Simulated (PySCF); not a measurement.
Molecule: toluene (SMILES Cc1ccccc1).

Geometry (Å), atoms numbered from 1 in this order:
```xyz
15

C     2.1959   -0.2589   -0.0932
C     0.7090   -0.0753   -0.0396
C    -0.1324   -1.1820   -0.0157
C    -1.5048   -1.0263    0.0470
C    -2.0588    0.2422    0.0866
C    -1.2308    1.3506    0.0639
C     0.1428    1.1916    0.0007
H     2.5643   -0.6146    0.8694
H     2.4651   -0.9982   -0.8455
H     2.6971    0.6775   -0.3258
H     0.2959   -2.1742   -0.0475
H    -2.1450   -1.8966    0.0653
H    -3.1308    0.3652    0.1353
H    -1.6547    2.3439    0.0948
H     0.7827    2.0630   -0.0176
```

Frames of a GFN2-xTB Langevin trajectory at 600 K; GIAO PBE0/pcSseg-1 shieldings in PySCF, gas phase, non-relativistic; equivalent atoms averaged within each frame.

δ = σ(ref) − σ, references computed at the same level: 13C (σ = 186.93 ppm) and 1H (σ = 31.72 ppm) against TMS. The references are static minima.

Question: How do the shifts (ppm) fluctuate along the trajectory?

Answer: 
```csv
time (fs),C2,C5,C3/C7,C4/C6,C1,H13,H12/H14,H11/H15,H8/H9/H10
optimised geometry,143.4,130.7,134.3,134.0,24.3,7.43,7.56,7.49,2.51
250,140.9,139.7,136.1,130.4,28.1,8.23,7.51,7.50,2.61
425,139.4,131.5,138.0,137.0,28.7,8.13,8.12,7.80,3.07
625,144.3,120.4,128.8,129.8,26.6,6.96,6.58,7.14,2.49
800,147.7,140.6,144.6,143.1,31.0,7.86,8.61,7.32,3.79
1000,149.2,122.6,138.6,128.7,22.3,7.22,6.68,7.89,3.46
mean of frames,144.3,131.0,137.2,133.8,27.3,7.68,7.50,7.53,3.08
standard deviation,4.2,9.4,5.7,6.1,3.2,0.56,0.89,0.32,0.55
```

5 frames give an uncertainty of the mean of about the standard deviation over 2.2 at best, since frames this close in time may not be independent; classical motion lacks zero-point vibration, and the reference would need the same averaging.
